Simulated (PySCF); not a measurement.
**Calculated NMR parameters of C[SiH2]C(C)(C)C**

```
Formula                               : C5H14Si
SMILES                                : C[SiH2]C(C)(C)C
Point group of the computed structure : Cs
Degrees of unsaturation               : 0
Carbon signals                        : 3
Proton signals                        : 3
```

Atoms are numbered as in `[CH3:1][SiH2:2][C:3]([CH3:4])([CH3:5])[CH3:6]`. Each H is labelled by its parent atom.

Theory: shielding tensors at PBE0/pcSseg-1 (GIAO), coordinates at the GFN2-xTB level, in PySCF 2.14.0 with density-fitted response routines (one computed conformer, relativity neglected, gas phase, equivalent nuclei averaged).

δ = σ(ref) − σ, references computed at the same level: ¹H (31.72 ppm) and ¹³C (186.93 ppm) and ²⁹Si (349.16 ppm) against TMS.

```tsv
carbon	δC, type	δH (multiplicity)	HMBC from (2–3 bonds)	span of the C tensor (ppm)
C1	-9.6, CH3	0.11 (t)	H(Si2)	8
C3	19.8, C	–	H(Si2), H(C4)/H(C5)/H(C6), H(C1)	6
C4/C5/C6	29.5, CH3	1.03 (s)	H(Si2), H(C4)/H(C5)/H(C6)	45
```

Other nuclei:
```json
{"atoms": "H(Si2)", "nucleus": "¹H", "environment": "hydrogen on a silicon bonded to 2 C", "δ (ppm)": "3.98", "σ (ppm)": "27.73"}
{"atoms": "Si2", "nucleus": "²⁹Si", "environment": "silicon bonded to 2 C, 2 H", "δ (ppm)": "-25.4", "σ (ppm)": "374.6"}
```

- Carbon types of the structure: 1 × C, 4 × CH3, leaving 2 H on heteroatoms.
- δC 29.5: methyl carbon; saturated and bonded to C and H only.
- δC 19.8: fully substituted sp3 carbon bonded to Si.
- δC -9.6: methyl carbon bonded to Si; an electropositive neighbour leaves it electron-rich and shielded.
- δH 3.98: hydrogen on a silicon bonded to 2 C.
- δH 0.11: hydrogen on a methyl carbon bonded to Si; an electropositive neighbour shields it, as in TMS itself.

Shifts are as computed. Against solution values, carbons near 30 ppm lie about +3 ppm off and those near 130 ppm about +5 ppm. Of 1309 compounds with measured shifts, 239 miss one by over three times the rms of a fit or turn the order of signals round; such compounds aren't used in these exercises. Multiplicities follow the n + 1 count of equivalent neighbours, as no J values were calculated; m marks all less simple cases, F and P coupling included.
